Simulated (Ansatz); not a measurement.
Mulliken charges of CH₄F₂OSi (`C[Si](O)(F)F`) from PBE/def2-TZVPP in Ansatz (PBE0-D4/def2-TZVP geometry).

```
atom   x (Å)   y (Å)   z (Å)  charge (e)
  C1  -1.189   0.339  -0.162      -0.402
 Si2   0.580  -0.131  -0.193       0.765
  O3   1.083  -0.480   1.308      -0.350
  F4   0.827  -1.374  -1.152      -0.278
  F5   1.472   1.033  -0.808      -0.278
  H6  -1.796  -0.480   0.230       0.116
  H7  -1.342   1.213   0.473       0.116
  H8  -1.540   0.577  -1.168       0.115
  H9   1.993  -0.744   1.455       0.196
```

By hand: the dipole of these point charges (1 e Å = 4.8032 D).

Σ q r = (-0.247, 0.032, 0.237) e Å, of length 0.344 e Å = 1.65 D.

How does the dipole of the full density compare? (An estimate is asked.)

Ansatz gave: (-0.098, -0.002, 0.200) e Å, 1.07 D; the point charges give 1.54 times that, at 21° from its direction.

Point charges leave out the atoms' own dipoles, such as those of lone pairs, and Mulliken's split depends on the basis, so the two needn't agree.
